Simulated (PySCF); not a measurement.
Cobalt: a sound run and one with changed settings

Sound run: Co [Ar] 3d7 4s2, Co+ [Ar] 3d8. Computed with PySCF 2.14 in Sapporo-DKH3-DZP-2012 (6s4p3d1f, 40 functions), with scalar relativity by spin-free X2C-1e. In the sound run the correlated levels freeze [Ar]. The sound run starts from symmetry-adapted Hartree-Fock orbitals and uses a fine grid where one is needed.

Changed run: no relativity, point nucleus. This setting is unsound on purpose.

```
species  method  sound run (hartree)  changed run (hartree)  converged
     Co     UHF          -1391.84770            -1376.45523        yes
     Co    MN15          -1394.02349            -1378.66104        yes
     Co     PBE          -1392.97793            -1377.59133        yes
     Co     MP2          -1392.04865            -1376.65130        yes
    Co+     UHF          -1391.54444            -1376.17663        yes
    Co+    MN15          -1393.75974            -1378.42620        yes
    Co+     PBE          -1392.69361            -1377.33512        yes
    Co+     MP2          -1391.77759            -1376.40639        yes
```

Ionisation energy of Co:

| method | sound run (eV) | changed run (eV) |
| --- | --- | --- |
| UHF | 8.252 | 7.581 |
| MN15 | 7.177 | 6.390 |
| PBE | 7.737 | 6.972 |
| MP2 | 7.376 | 6.664 |
| SCS-MP2 | 7.461 | 6.759 |

Most of the change in total energy is the relativistic energy itself. On top of that the contraction fixes the core shape for the Hamiltonian it was made with, so the changed run is not a good calculation with the other Hamiltonian either.

For comparison, NIST gives 7.881 eV between the lowest levels.
